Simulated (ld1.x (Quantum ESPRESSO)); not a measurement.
# Configuration tests for Ge (PAW)

ld1.x (Quantum ESPRESSO) 7.5 input, shortened:

```
&input
   title='Ge', zed=32., rel=2, dft='PZ', iswitch=3,
   config='[Ar] 3d10 4s2 4p2', rel_dist='average'
 /
 &inputp
   pseudotype=3, lpaw=.true., tm=.true., lloc=-1, rcloc=1.70,
   nlcc=.true., new_core_ps=.true.,
   which_augfun='GAUSS', rmatch_augfun=1.10
 /
6
4S  1  0   2.00   0.00  1.55  1.95  0.0
4S  1  0   0.00  -0.30  1.55  1.95  0.0
4P  2  1   2.00   0.00  1.60  2.15  0.0
4P  2  1   0.00   1.70  1.60  2.15  0.0
3D  3  2  10.00   0.00  1.05  1.10  0.0
3D  3  2   0.00  -1.75  1.05  1.10  0.0
 &test
   configts(1)='3d10 4s2 4p2'
 /
```

Open shells are filled in proportion to 2j + 1 (rel_dist='average').

Energies are relative to the spin-unpolarised reference configuration 3d10 4s2 4p2; without spin polarisation the order of configurations can differ from experiment.

```tsv
valence configuration	charge	ΔE all-electron (eV)	error AE − PS (meV)
3d10 4s2 4p1	+1	7.639	+0.1
3d10 4s2 4p0	+2	23.358	+0.5
3d10 4s1 4p0	+3	58.576	+1.2
3d10 4s0 4p4	0	16.352	-0.1
3d10 4s0 4p0	+4	105.230	-8.0
3d10 4s2 4p1.5	+0.5	2.890	+0.1
```

**Question.** What are ΔE and the potential's error for 3d9 4s2 4p3?

**Answer.** ΔE = 29.714 eV all-electron; the error (AE − PS) is -152 meV.

Levels in the configuration 3d10 4s2 4p1.5:

| level | all-electron (eV) | pseudo (eV) |
| --- | --- | --- |
| 3d j=3/2 | -34.152 | -34.156 |
| 3d j=5/2 | -33.565 | -33.569 |
| 4s j=1/2 | -15.845 | -15.845 |
| 4p j=1/2 | -7.725 | -7.725 |
| 4p j=3/2 | -7.502 | -7.502 |

The ghost test of this file was not conclusive.
